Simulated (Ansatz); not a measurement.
A run for Ansatz (a program for electronic structure): U-SVWN5/def2-TZVPP on AlGe, 2S+1 = 4, a spin state set in the input, which need not be the lowest, a point of a bond scan (R = 2.476 Å).

Ansatz 0.2 input:
```yaml
crystal:
  periodic: [false, false, false]
  atoms:
    - {symbol: Al, position_ang: [0.00000000, 0.00000000, 0.00000000]}
    - {symbol: Ge, position_ang: [0.00000000, 0.00000000, 2.47617300]}
basis:
  gaussian:
    orbitals: def2-TZVPP
    pivot_positions_ang: [[0.00000000, 0.00000000, 0.00000000], [0.00000000, 0.00000000, 2.47617300]]
hamiltonian:
  xc: {name: SVWN5}
magnetization: {spin_polarized: true, initial_magnetization: 3}
output: {forces: true, orbitals: {seedname: ./end}}
```

The head of its log:

```
WARN ansatz: RAYON_NUM_THREADS=2 ignored (pool sized by the plan → 2); use --threads N
Functional definition: SVWN5
integrals: 0.02 GiB planned
627 factors; their error is unknown
mean field: 0.24 GiB planned
mean field evaluation 1: about -62998.4714 eV, gradient 1.5e1 eV
mean field evaluation 2: about -62994.5433 eV, gradient 2.1e1 eV
```

Give the final energy of this run.

-2315.1822 hartree.
